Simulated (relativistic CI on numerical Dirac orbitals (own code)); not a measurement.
**Forbidden transitions in Hg⁵⁺**

These numbers are calculated, not measured: Dirac-Coulomb-Breit CI, separate exchange-only KLI orbitals for each configuration, QED by a radiative potential, valence Slater integrals scaled by 0.85, P86 correlation estimate, and configurations built on the next ion tied to the tabulated ionisation energy (semi-empirical) (own radial code, finite nucleus).

Configurations in the expansion (outside the closed core [Kr] 4d10 4f14): 5s2.5p6.5d7, 5s2.5p6.5d6.6s, 5s2.5p6.5d6.6p, 5s2.5p6.5d6.6d, 5s2.5p6.5d6.7s, 5s2.5p6.5d6.5f, 5s2.5p6.5d6.6f, 5s2.5p6.5d5.6s2, 5s2.5p6.5d6.5g, 5s2.5p5.5d8, 5s2.5p6.5d5.5f2, 5s2.5p6.5d5.6s.6p, 5s2.5p6.5d6.7p, 5s2.5p6.5d6.7d, 5s2.5p4.5d9, 5s2.5p6.5d5.6p2, 5s2.5p6.5d5.6s.6d, 5s2.5p6.5d6.7f, 5s2.5p6.5d5.5f.6s, 5s.5p6.5d8, 5s2.5p5.5d7.5g, 5s2.5p5.5d7.6s. Levels of other configurations are missing.

```csv
λ vac (Å),Lower,Upper,Type,A (s⁻¹),log gf
940.03,5s2.5p6.5d7 4F_9/2 [1],5s2.5p6.5d6.6s 6D_7/2 [21],E2,5.40e+02,-6.24
1017.9,5s2.5p6.5d7 4F_9/2 [1],5s2.5p6.5d6.6s 6D_9/2 [20],E2,2.24e+02,-6.46
1166.9,5s2.5p6.5d7 4F_5/2 [3],5s2.5p6.5d6.6s 6D_9/2 [20],E2,1.35e+01,-7.56
2080.0,5s2.5p6.5d7 4P_5/2 [6],5s2.5p6.5d7 2D_5/2 [19],M1,1.11e+02,-6.36
2617.1,5s2.5p6.5d7 4F_5/2 [3],5s2.5p6.5d7 2D_3/2 [16],M1,5.15e+01,-6.67
2689.7,5s2.5p6.5d7 4F_7/2 [4],5s2.5p6.5d7 2F_7/2 [17],M1,3.50e+01,-6.52
3358.8,5s2.5p6.5d7 2F_5/2 [13],5s2.5p6.5d7 2D_5/2 [19],M1,8.62e+01,-6.06
3439.3,5s2.5p6.5d7 2D_5/2 [11],5s2.5p6.5d7 2D_3/2 [18],M1,2.41e+02,-5.77
3452.0,5s2.5p6.5d7 4P_3/2 [12],5s2.5p6.5d7 2D_3/2 [18],M1,1.40e+02,-6.00
3556.1,5s2.5p6.5d7 4F_5/2 [3],5s2.5p6.5d7 2F_5/2 [13],M1,2.54e+01,-6.54
3678.3,5s2.5p6.5d7 2G_9/2 [7],5s2.5p6.5d7 2F_7/2 [17],M1,5.21e+01,-6.07
4184.0,5s2.5p6.5d7 4F_9/2 [1],5s2.5p6.5d7 2G_9/2 [7],M1,8.72e+01,-5.64
4204.7,5s2.5p6.5d7 4F_7/2 [4],5s2.5p6.5d7 2D_5/2 [11],M1,2.17e+02,-5.46
4485.2,5s2.5p6.5d7 2G_9/2 [7],5s2.5p6.5d7 2H_9/2 [15],M1,7.85e+01,-5.63
5642.9,5s2.5p6.5d7 4P_1/2 [8],5s2.5p6.5d7 2P_1/2 [14],M1,1.06e+02,-5.99
5958.4,5s2.5p6.5d7 4F_3/2 [5],5s2.5p6.5d7 4P_3/2 [12],M1,8.28e+01,-5.75
6478.2,5s2.5p6.5d7 4P_5/2 [6],5s2.5p6.5d7 4P_3/2 [12],M1,8.19e+01,-5.69
6484.5,5s2.5p6.5d7 2P_3/2 [2],5s2.5p6.5d7 4P_1/2 [8],M1,6.17e+01,-6.11
6932.3,5s2.5p6.5d7 2H_11/2 [9],5s2.5p6.5d7 2H_9/2 [15],M1,3.10e+01,-5.65
7190.0,5s2.5p6.5d7 4F_9/2 [1],5s2.5p6.5d7 4F_7/2 [4],M1,7.88e+01,-5.31
```

Terms are leading LS components. Brackets give the number of a level in order of energy, since labels repeat. The list gives strong lines, with weight on those to low levels, without configurations that were not tied to measured data, among the lowest 300 of 8875 levels, so that lines to higher ones, which can be the strongest, are missing. Levels whose partners in the same complex of configurations lie outside the list can be far off, and so can their lines. Rates are taken at the computed energies, electric ones in the length gauge.

Configurations that consist of the next ion and one excited electron were tied to the tabulated ionisation energy; Rydberg ones are usually within 1,000 to 3,000 cm⁻¹ and the lowest ones within about 6,000 (9,000 in d shells), while levels on excited terms of the next ion carry the error of that term, and the other configurations can be misplaced by 10,000 cm⁻¹ or more. Rates follow the energies as ν³ (E1, M1) or ν⁵ (E2), so rates, branching and lifetimes can be off by large factors. Levels and lines within the n = 5 or 6 shells can be off by up to 10 % or somewhat more, and those that change n by about 2 %, since core polarisation is missing.

LS names give the leading component of a level, which can be under half, so a name can repeat, a term be missing and a line seem to break the LS rules.
